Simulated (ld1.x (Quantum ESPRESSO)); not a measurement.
# Pseudopotential generation for B (Z = 5): RRKJ, PBE, scalar-relativistic.

- Element: B
- Generator: ld1.x (Quantum ESPRESSO) 7.5
- Type: norm-conserving RRKJ (Kleinman–Bylander form)
- Functional: PBE
- Relativity: scalar-relativistic
- Frozen core: [He]
- Valence charge: 3
- Reference configuration: 2s2 2p1
- Partial waves: 2s (bound): rc 1.20 bohr; 2p (bound): rc 1.95 bohr; 3d channel at 0.2 Ry: rc 1.70 bohr
- Local potential: the d channel
- Core correction: a·sin(br)/r model core inside 0.80 bohr

* Cutoffs needed: 25 Ry and 40 Ry (the cutoffs (Ry, on a coarse ladder) from which the occupation-weighted sum of valence levels, in a spherical-Bessel basis at the reference potential, stays within 10 and 1 mRy of its value at 400 Ry)
* Ghost test: no extra level below or beside the all-electron valence levels (s, p, d, f tested) (spherical-Bessel basis up to 400 Ry, 20 bohr box)
* Largest excitation error: +124 meV (all-electron minus pseudo) for 2s1 2p0, out of 7 test configurations
